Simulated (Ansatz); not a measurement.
Compare A (`N=[CH][AlH][CH2][SiH3]`) with its isomer B (`C=CN[SiH2][AlH2]`).

Calculated with Ansatz (gas phase, PBE0-D4/def2-TZVP geometries, no zero-point term in ΔE). CCSD(T)/CBS is the MP2 limit (def2-TZVPP, def2-QZVPP) plus CCSD(T) − MP2 in def2-TZVPP, frozen cores. DFT in def2-TZVPP. B3LYP here is the variant with VWN-RPA as its local correlation; programs differ in this. Each species was taken in one conformer, which may not be the lowest.

Q: Which is lower in electronic energy at CCSD(T)/CBS, and by how much? (An estimate is asked.)

A: Ansatz gave: B, by 15.3 kcal/mol.

Q: Give E(B) − E(A) in kcal/mol with HF/def2-TZVPP, B3LYP, CCSD(T)/def2-TZVPP, r2SCAN-D4, PBE-D4, B2PLYP, MP2/def2-TZVPP. (Estimate.)

A: Ansatz gave: HF/def2-TZVPP -11.0, B3LYP -14.4, CCSD(T)/def2-TZVPP -15.0, r2SCAN-D4 -20.2, PBE-D4 -21.3, B2PLYP -14.8, MP2/def2-TZVPP -15.5. None reverses the order clearly.

Largest T1 diagnostic: 0.016.

The D4 term adds −2.5 kcal/mol with B3LYP and −1.3 kcal/mol with PBE0; it sums over pairs of atoms, weighted by their polarisabilities, and B3LYP, whose exchange is more repulsive, gets the larger term. In def2-TZVPP, CCSD(T) changes the Hartree–Fock value by −4.0 kcal/mol (the triples alone add −1.1 kcal/mol) and MP2 by −4.5 kcal/mol.
